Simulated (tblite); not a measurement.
Problem. What does the GFN2-xTB structure of `O[SiH](O)[SiH2]CN=C` look like in three dimensions?

Solution. 
```
atom  x, y, z in Å
C1     2.034    1.602    0.104
N2     1.336    0.689    0.609
C3     1.469   -0.656    0.180
Si4   -0.160   -1.107   -0.764
Si5   -1.840   -0.431    0.645
O6    -3.185   -0.317   -0.261
O7    -1.515    1.052    1.237
H8     1.867    2.620    0.423
H9     2.814    1.435   -0.646
H10    2.364   -0.829   -0.431
H11    1.525   -1.286    1.069
H12   -0.035   -0.437   -2.070
H13   -0.058   -2.548   -1.036
H14   -2.130   -1.299    1.799
H15   -3.896    0.257    0.013
H16   -0.598    1.265    1.424
```

Any rigid rotation of these coordinates is as good. Atoms count from 1 in this order. Of the pairs four or more bonds apart, those above aside, N2···O7 is among the closest relative to their van der Waals radii: 2.94 Å, 96 % of the sum of Bondi's values. H16 on O7 lies 2.18 Å from N2, 5 bonds away (angle at H 136°; Bondi radii sum to 2.75 Å). Si5 (oxygen-bound silicon) is distorted tetrahedral (angles from 106.5° to 116.9°). The 2 C–N bonds span 1.256 Å (C1=N2, drawn double) to 1.418 Å (N2–C3, drawn single), a spread of 0.162 Å.

Bonds between heavy atoms (Å): C1=N2 1.256, N2–C3 1.418, C3–Si4 1.936, Si4–Si5 2.295, Si5–O6 1.626, Si5–O7 1.630.

Computed geometry: GFN2-xTB, gas phase.

Point group: C1 (no symmetry element, even within 0.4 Å). Its GFN2-xTB frequencies are all real (lowest 41 cm⁻¹). One conformer, not necessarily the lowest (C1–N2–C3–Si4 -111°, N2–C3–Si4–Si5 -49°, C3–Si4–Si5–O6 162°, Si4–Si5–O6–H -156°, Si4–Si5–O7–H -36°). 3 starts were optimised and ended at 0.00, 0.00 and 3.68 kcal/mol (GFN2-xTB); the lowest of these is shown.
